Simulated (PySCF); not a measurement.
```xyz
4
charge 1 multiplicity 1, angstrom
Te    0.0000    0.0000   -1.5367
Y     1.9106    0.0000    0.7486
Y    -0.9553    1.6546    0.7486
Y    -0.9553   -1.6546    0.7486
```

Level of theory: PBE0/[Te def2-SVP with ECP28, Y def2-SVP with ECP28], scalar-relativistic core potentials, density fitting, no spin–orbit coupling, PySCF.

This geometry of [Y3Te]+ is a stationary point at this level.

Q: What is the point group?

A: C3v.

Q: Is it a minimum?

A: Yes: all harmonic wavenumbers are real, though the softest, 48 cm⁻¹, leaves little margin.

Q: Which band is strongest in the infrared?

A: 48 cm⁻¹ (e), 23 km/mol.

Q: What are the dipole moment and the gap between the highest occupied and lowest empty levels?

A: 5.74 D about the centre of mass and 1.44 eV.

Stability towards spin polarisation was not tested. Other isomers or separated fragments may lie lower. The small gap makes a closed-shell description doubtful.
